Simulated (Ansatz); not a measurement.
Compare A (`[CH2]1O[SiH2][AlH]1`) with its isomer B (`O[SiH]1[CH2][AlH]1`).

Isolated molecules relaxed with PBE0-D4/def2-TZVP in Ansatz; ΔE leaves out vibrations. CCSD(T)/CBS adds triple-zeta CCSD(T) − MP2 to the extrapolated MP2 energy (def2 sets, frozen cores). Functionals use def2-TZVPP. One conformer a species, not always the lowest.

Problem. Which is lower in electronic energy at CCSD(T)/CBS, and by how much? (Estimate.)

Solution. The calculation gave: B, by 7.7 kcal/mol.

Problem. Give E(B) − E(A) in kcal/mol with CCSD/def2-TZVPP, MP2/def2-TZVPP, CCSD(T)/def2-SVP, HF/def2-TZVPP, LDA (SPW92), CCSD(T)/def2-TZVPP, B2PLYP. (An estimate is asked.)

Solution. Ansatz gave: CCSD/def2-TZVPP -6.6, MP2/def2-TZVPP -8.8, CCSD(T)/def2-SVP -2.5, HF/def2-TZVPP -3.5, LDA (SPW92) -8.1, CCSD(T)/def2-TZVPP -7.1, B2PLYP -6.5. None reverses the order clearly.

Problem. Does the order hold for the free energy at 298.15 K (harmonic terms from PBE0-D4)? (Estimate.)

Solution. Computed: Yes: G(B) − G(A) = -9.3 kcal/mol, for one conformer each. Modes under 60 cm⁻¹, often nearly free rotors, make the harmonic entropy too high.

Largest T1 diagnostic: 0.013.

In def2-TZVPP, CCSD(T) changes the Hartree–Fock value by −3.6 kcal/mol (the triples alone add −0.5 kcal/mol) and MP2 by −5.4 kcal/mol. Leaving LDA and LC-ωPBE aside and taking each functional with its dispersion term where it has one, the values, not all of them listed here, spread over 4.3 kcal/mol, from B97M-V to ωB97X-V.
